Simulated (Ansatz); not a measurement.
C₄H₁₂FGaN₂, SMILES `C[N](C)[Ga]([F])[N](C)C` from Hartree–Fock to CCSD(T)

```xyz
20

C     0.6052   -1.7940    1.4150
N    -0.6248   -1.2191    0.9414
C    -1.8003   -1.8943    1.4346
Ga   -0.7794    0.1985   -0.1659
F    -2.4545    0.6221   -0.5266
N     0.4196    1.2733   -0.9823
C     1.8509    1.1721   -0.8877
C    -0.0238    2.3559   -1.8264
H     1.4731   -1.2578    1.0281
H     0.7037   -2.8460    1.1092
H     0.6649   -1.7687    2.5131
H    -1.8444   -1.8692    2.5331
H    -2.7060   -1.4230    1.0503
H    -1.8122   -2.9512    1.1307
H     2.2936    2.0896   -0.4728
H     2.3096    1.0081   -1.8739
H     2.1523    0.3436   -0.2450
H     0.3513    2.2417   -2.8538
H    -1.1133    2.3919   -1.8676
H     0.3343    3.3265   -1.4534
```

Total charge 0; spin multiplicity 1. Correlated methods include outer-core shells of Ga, which these sets cover unevenly. Scalar relativity is left out up to krypton. The structure was optimised at the PBE0-D4/def2-TZVP level. It is one conformer, not always the lowest. Frozen core, restricted reference, Ansatz 0.2.0.

```json
{"basis": "def2-SVP", "HF (Eh)": "-2289.57368", "MP2 corr.": "-1.31353"}
{"basis": "def2-TZVPP", "HF (Eh)": "-2290.24478", "MP2 corr.": "-1.60602"}
{"basis": "def2-QZVPP", "HF (Eh)": "-2290.30310", "MP2 corr.": "-1.95066"}
```

Question: Estimate the CCSD correlation energy and the (T) correction in each basis where they were run (hartree).

Answer: 
```tsv
basis	CCSD corr.	(T)
def2-SVP	-1.37705	-0.03967
def2-TZVPP	-1.65374	-0.06458
```
